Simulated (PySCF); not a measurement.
Computed structure and properties of Yb(SH)3

System: Yb(SH)3 (singlet in the valence; each metal's 4f electrons, 13 of them, lie in its core potential, out of spins and levels); start: displaced along the imaginary mode (C3). Method: PySCF 2.14.0, RKS PBE0, Yb lcecp-1-SVP with ECP59, S def2-SVP, H def2-SVP; non-relativistic Hamiltonian with scalar-relativistic core potentials where named; density fitting; no spin-orbit coupling.

Input of the relaxation:

```python
mol = gto.M(atom='''
Yb    -0.00000     0.00000    -0.26018
S      2.44623     0.00699     0.41689
H      2.17747    -0.25002     1.74287
S     -1.22917     2.11500     0.41689
H     -0.87221     2.01076     1.74287
S     -1.21706    -2.12199     0.41689
H     -1.30526    -1.76074     1.74287''',
    basis={'Yb': 'lcecp-1-SVP', 'S': 'def2-SVP', 'H': 'def2-SVP'},
    ecp={'Yb': 'lcecp-1-SVP'},
    charge=0, spin=0)
mf = dft.RKS(mol, xc='PBE0')
mf.grids.atom_grid = (50, 194)  # f atoms: unpruned, at least (60, 302)
mf = mf.density_fit()  # fitting sets: Yb AutoAux, S def2-universal-JKFIT, H def2-universal-JKFIT
mf.conv_tol = 1e-08; mf.max_cycle = 55
mf.kernel(dm0)  # dm0: converged density of the start geometry
# quasi-Newton relaxation in Cartesian coordinates to a largest gradient under 0.00045 Eh/bohr, steps kept in the point group
```

Run from Python with OMP_NUM_THREADS=2; the lines above give its settings. Where DIIS fails, smearing, a level shift and second-order steps follow.
It took 94 s on 2 threads of Arm Neoverse V1 (shared host), from the converged density of the start.

Course of the relaxation:

```tsv
step	energy above end (eV)	largest force component within the symmetry (eV/Å)
0	0.4378	0.583
1	0.3953	0.189
2	0.3413	0.559
3	0.3113	0.761
4	0.2243	0.091
5	0.1958	0.630
6	0.1623	0.184
7	0.1345	0.117
18	0.0100	0.105
19	0.0059	0.142
20	0.0008	0.046
21	0.0009	0.125
22	0.0001	0.006
23	0.0000	0.011
```
(The steps between are left out.)

Relaxed geometry (C3, nearly C3h):

```xyz
7

Yb    0.0000    0.0000    0.8608
S     2.4950    0.4331    0.8714
H     2.8138   -0.8838    0.9147
S    -1.6225    1.9442    0.8714
H    -0.6415    2.8787    0.9147
S    -0.8725   -2.3773    0.8714
H    -2.1723   -1.9949    0.9147
```

```
    contact      Å
Yb1–S2 (SH)  2.532
Yb1–S4 (SH)  2.532
Yb1–S6 (SH)  2.532
```

On the finer grid (75, 302):

```yaml
HOMO: -7.54 eV
LUMO: -2.42 eV
Dipole_about_the_centre_of_mass: 0.01 D
Set_of_Mulliken_populations_of_Yb1_outside_the_core_potential: s 2.43, p 6.40, d 1.33, f 0.02
D3_BJ_dispersion_energy_not_in_the_energies: -0.186 eV
```

```
atom  Mulliken (e)  Löwdin (e)  spin (e)
 Yb1          0.81       -0.11      0.00
  S2         -0.39        0.01      0.00
  H3          0.12        0.03      0.00
  S4         -0.39        0.01      0.00
  H5          0.12        0.03      0.00
  S6         -0.39        0.01      0.00
  H7          0.12        0.03      0.00
```

The 4f levels lie in the core potential and are missing. Their spin isn't counted.

On the grid (50, 194), as all that follows. Harmonic modes: a minimum within the noise of the softest modes; lowest 32 cm⁻¹ (negative: unstable), highest 2684 cm⁻¹, zero-point energy 0.678 eV.

Taking off one SH (charge -1, singlet; the rest: singlet) in vacuum, both parts rigid, costs 9.36 eV; the small basis without counterpoise inflates it. Most of it is the attraction of opposite charges; other ways to part are cheaper, and one spin state was tried for the rest.

Rigid scan of SH along the line from its metal:

| distance to S2 (Å) | energy (eV) |
| --- | --- |
| 2.23 | 0.672 |
| 2.33 | 0.262 |
| 2.43 | 0.058 |
| 2.53 | 0.000 |
| 2.63 | 0.046 |
| 2.73 | 0.164 |
| 2.93 | 0.530 |
| 3.23 | 1.208 |
| 3.63 | 2.101 |
| 4.13 | 3.020 |

One start shape was tried, so this needn't be the lowest isomer.

An lcecp potential fixes the number of 4f electrons, so in runs with it no electron can move into or out of that shell.
